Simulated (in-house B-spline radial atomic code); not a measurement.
Ionising Mg VII (Mg6+) with different functionals

Computed with a B-spline radial code for spherical atoms: scalar-relativistic (spin-free X2C) Hamiltonian, Fermi nucleus of rms radius 3.057 fm, spin-polarised at highest spin, spherical fractional occupations for the functionals, and exact exchange of hybrids averaged over the configuration. The ionisation energy is the difference of two self-consistent energies, [He] 2s2 2p2 → [He] 2s2 2p1, without Breit or QED terms; ε is the level of the shell that loses the electron (its least bound occupied spin orbital).

| method | rung | ΔSCF (eV) | -ε(2p) (eV) |
| --- | --- | --- | --- |
| PBE0 | global hybrid | 225.99 | 211.55 |
| B3LYP | global hybrid | 226.34 | 210.78 |
| TPSSh | global hybrid | ? | ? |
| BHandHLYP | global hybrid | 226.14 | 216.78 |
| r2SCAN0 | global hybrid | 226.58 | 212.56 |
| B97-1 | global hybrid | 225.97 | 210.72 |
| HSE06 | range-separated hybrid | 226.01 | 211.11 |
| wB97X | range-separated hybrid | 225.83 | 213.26 |
| CAM-B3LYP | range-separated hybrid | ? | ? |
| LC-wPBE | range-separated hybrid | 226.12 | 212.38 |

What does TPSSh give?

ΔSCF 226.22 eV, and -ε(2p) = 208.79 eV.

What does CAM-B3LYP give?

ΔSCF 226.26 eV, and -ε(2p) = 212.77 eV.

Among the functionals, which spreads more, the ΔSCF values or the orbital energies?

The orbital energies: ΔSCF values span about 0.75 eV and the orbital energies 7.99 eV; here energy differences depend much less on the functional than eigenvalues do.

How do they compare with the NIST value?

NIST lists 225.02 eV ± 0.06 (semi-empirical, ground level to ground level). Errors run from +0.81 to +1.56 eV. The correlated functionals all miss on the same side by more than they spread, so the cause is common to them (spin-orbit coupling, Breit-QED terms, multiplet and fine-structure energies, or a listed next ion that isn't the cheapest removal here) and closeness doesn't rank the functionals.
